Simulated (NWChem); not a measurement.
The numbers come from NWChem runs, not from measurements. System: GeS, charge 0, spin multiplicity 1, at a geometry optimised with PBE0/def2-SVP. The structure started from a generated list of species. Level: TD-B3LYP/def2-SVPD, VWN1-RPA local correlation.

The NWChem input:

```
start mol
memory heap 200 mb stack 900 mb global 1100 mb
geometry units angstroms nocenter noautoz
  Ge     0.000000     0.000000     0.672680
  S      0.000000     0.000000    -1.345359
  symmetry group C2v
end
basis spherical
  * library def2-svpd
end
dft
  xc b3lyp
  semidirect memsize 60000000 filesize 0
  iterations 100
end
tddft
  rpa
  nroots 5
  notriplet
  thresh 1e-4
end
task tddft energy
```

Part of the output:

```
             Northwest Computational Chemistry Package (NWChem) 7.3.0
             --------------------------------------------------------

                                NWChem Input Module
                                -------------------

 Scaling coordinates for geometry "geometry" by  1.889725989
 (inverse scale =  0.529177249)

 Turning off AUTOSYM since
 SYMMETRY directive was detected!

                             Geometry "geometry" -> ""
                             -------------------------

 Output coordinates in angstroms (scale by  1.889725989 to convert to a.u.)

  No.       Tag          Charge          X              Y              Z
 ---- ---------------- ---------- -------------- -------------- --------------
    1 Ge                  32.0000     0.00000000     0.00000000     0.67268000
    2 S                   16.0000     0.00000000     0.00000000    -1.34535900

 Effective nuclear repulsion energy (a.u.)     134.2584318181

            Nuclear Dipole moment (a.u.)
            ----------------------------
        X                 Y               Z
 ---------------- ---------------- ----------------
     0.0000000000     0.0000000000     0.0000302356

      Symmetry information
      --------------------

 Group name             C2v
 Group number             16
 Group order               4
 No. of unique centers     2

      Symmetry unique atoms

     1    2


 Summary of "ao basis" -> "" (spherical)
 ------------------------------------------------------------------------------
       Tag                 Description            Shells   Functions and Types
 ---------------- ------------------------------  ------  ---------------------
 *                         def2-svpd                  on all atoms

                                 NWChem DFT Module
                                 -----------------

 Summary of "ao basis" -> "ao basis" (spherical)
 ------------------------------------------------------------------------------
       Tag                 Description            Shells   Functions and Types
 ---------------- ------------------------------  ------  ---------------------
 Ge                        def2-svpd                14       38   6s4p4d
 S                         def2-svpd                11       27   5s4p2d

 Summary of "ao basis" -> "ao basis" (spherical)
 ------------------------------------------------------------------------------
       Tag                 Description            Shells   Functions and Types
 ---------------- ------------------------------  ------  ---------------------
 Ge                        def2-svpd                14       38   6s4p4d
 S                         def2-svpd                11       27   5s4p2d

      Symmetry analysis of basis
      --------------------------

        a1         31
        a2          6
        b1         14
        b2         14

            General Information
            -------------------
          SCF calculation type: DFT
          Wavefunction type:  closed shell.
          No. of atoms     :     2
          No. of electrons :    48
           Alpha electrons :    24
            Beta electrons :    24
          Charge           :     0
          Spin multiplicity:     1
          Use of symmetry is: off; symmetry adaption is: on
          Maximum number of iterations: 100
          AO basis - number of functions:    65
                     number of shells:    25
          Convergence on energy requested:  1.00D-06
          Convergence on density requested:  1.00D-05
[...]
    8     51       4     0.18E+00   0.40E-01        4.1
    9     53       4     0.21E-01   0.16E-01        4.0
   10     55       4     0.65E-02   0.30E-03        4.0
   11     57       4     0.13E-02   0.24E-04        4.1
   12     59       4     0.34E-03   0.73E-06        4.0
   13     61       4     0.10E-03   0.36E-07        4.0
   14     63       5     0.97E-04   0.28E-08        4.0
  ----  ------  ------  ---------  ---------  ---------
  Convergence criterion met

  Ground state a1      -2474.911296551384 a.u.

  ----------------------------------------------------------------------------
  Root   1 singlet a2             0.138484808 a.u.                3.7684 eV
  ----------------------------------------------------------------------------
     Transition Moments    X -0.00000   Y  0.00000   Z -0.00000
     Transition Moments   XX -0.00000  XY  0.00000  XZ  0.00000
     Transition Moments   YY -0.00000  YZ -0.00000  ZZ -0.00000
     Dipole Oscillator Strength                    0.0000000000
     Electric Quadrupole                           0.0000000000
     Magnetic Dipole                               0.0000000000
     Total Oscillator Strength                     0.0000000000

          sigma_e =   1.8590 Angstrom
          sigma_h =   1.4586 Angstrom
         |d_h->e| =   1.1705 Angstrom
            d_exc =   2.6369 Angstrom
            d_CD1 =   1.5708 Angstrom
            d_CD2 =  -0.4884 Angstrom
            d_CD3 =   3.8074 Angstrom
     Pearson C.C. =   0.0000

     Occ.   23  b2  ---  Virt.   26  b1   0.70691 X
     Occ.   24  b1  ---  Virt.   25  b2  -0.70691 X
  ----------------------------------------------------------------------------
  Root   2 singlet a2             0.148230278 a.u.                4.0336 eV
  ----------------------------------------------------------------------------
     Transition Moments    X  0.00000   Y  0.00000   Z -0.00000
     Transition Moments   XX -0.00001  XY -0.59405  XZ  0.00000
     Transition Moments   YY  0.00001  YZ  0.00000  ZZ  0.00000
     Dipole Oscillator Strength                    0.0000000000
     Electric Quadrupole                           0.0000000061
     Magnetic Dipole                               0.0000000000
     Total Oscillator Strength                     0.0000000061

          sigma_e =   1.8739 Angstrom
          sigma_h =   1.4589 Angstrom
         |d_h->e| =   1.1792 Angstrom
            d_exc =   2.6539 Angstrom
            d_CD1 =   1.5942 Angstrom
            d_CD2 =  -0.4872 Angstrom
            d_CD3 =   3.8331 Angstrom
     Pearson C.C. =  -0.0023

     Occ.   23  b2  ---  Virt.   26  b1   0.70680 X
     Occ.   24  b1  ---  Virt.   25  b2   0.70680 X
  ----------------------------------------------------------------------------
  Root   3 singlet a1             0.148230280 a.u.                4.0336 eV
  ----------------------------------------------------------------------------
     Transition Moments    X -0.00000   Y  0.00000   Z -0.00000
     Transition Moments   XX  0.59405  XY -0.00001  XZ -0.00000
     Transition Moments   YY -0.59405  YZ  0.00000  ZZ  0.00000
     Dipole Oscillator Strength                    0.0000000000
     Electric Quadrupole                           0.0000000061
     Magnetic Dipole                               0.0000000000
     Total Oscillator Strength                     0.0000000061

          sigma_e =   1.8739 Angstrom
          sigma_h =   1.4589 Angstrom
         |d_h->e| =   1.1792 Angstrom
            d_exc =   2.6539 Angstrom
            d_CD1 =   1.5942 Angstrom
            d_CD2 =  -0.4872 Angstrom
            d_CD3 =   3.8331 Angstrom
     Pearson C.C. =  -0.0023

     Occ.   23  b2  ---  Virt.   25  b2   0.70680 X
     Occ.   24  b1  ---  Virt.   26  b1  -0.70680 X
  ----------------------------------------------------------------------------
  Root   4 singlet b2             0.156888971 a.u.                4.2692 eV
  ----------------------------------------------------------------------------
     Transition Moments    X -0.10746   Y -0.37895   Z  0.00000
     Transition Moments   XX  0.00000  XY -0.00000  XZ -0.77101
     Transition Moments   YY  0.00000  YZ -2.71885  ZZ -0.00000
     Dipole Oscillator Strength                    0.0162274991
     Electric Quadrupole                           0.0000001642
     Magnetic Dipole                               0.0000043011
     Total Oscillator Strength                     0.0162319645

          sigma_e =   1.8636 Angstrom
          sigma_h =   1.7994 Angstrom
         |d_h->e| =   0.5706 Angstrom
            d_exc =   2.6721 Angstrom
            d_CD1 =   0.6347 Angstrom
            d_CD2 =  -1.2609 Angstrom
            d_CD3 =   3.2427 Angstrom
     Pearson C.C. =  -0.0154

     Occ.   21  a1  ---  Virt.   25  b2  -0.07301 X
     Occ.   22  a1  ---  Virt.   25  b2  -0.95927 X
     Occ.   22  a1  ---  Virt.   25  b2   0.05776 Y
     Occ.   22  a1  ---  Virt.   26  b1  -0.27203 X
  ----------------------------------------------------------------------------
  Root   5 singlet b1             0.156888973 a.u.                4.2692 eV
  ----------------------------------------------------------------------------
     Transition Moments    X -0.37896   Y  0.10746   Z  0.00000
     Transition Moments   XX -0.00000  XY -0.00000  XZ -2.71887
     Transition Moments   YY -0.00000  YZ  0.77101  ZZ  0.00000
     Dipole Oscillator Strength                    0.0162285810
     Electric Quadrupole                           0.0000001642
     Magnetic Dipole                               0.0000043011
     Total Oscillator Strength                     0.0162330463

          sigma_e =   1.8636 Angstrom
          sigma_h =   1.7994 Angstrom
         |d_h->e| =   0.5705 Angstrom
            d_exc =   2.6721 Angstrom
            d_CD1 =   0.6347 Angstrom
            d_CD2 =  -1.2610 Angstrom
            d_CD3 =   3.2426 Angstrom
     Pearson C.C. =  -0.0154

     Occ.   21  a1  ---  Virt.   26  b1  -0.07301 X
     Occ.   22  a1  ---  Virt.   25  b2   0.27203 X
     Occ.   22  a1  ---  Virt.   26  b1  -0.95927 X
     Occ.   22  a1  ---  Virt.   26  b1   0.05776 Y

              Target root =      1
          Target symmetry = none
      Ground state energy =  -2474.911296551384
        Excitation energy =      0.138484807645
     Excited state energy =  -2474.772811743739

  stored tddft:energy   -2474.7728117437387

 Task  times  cpu:       69.4s     wall:       69.4s

 Total times  cpu:       69.4s     wall:       69.4s
```
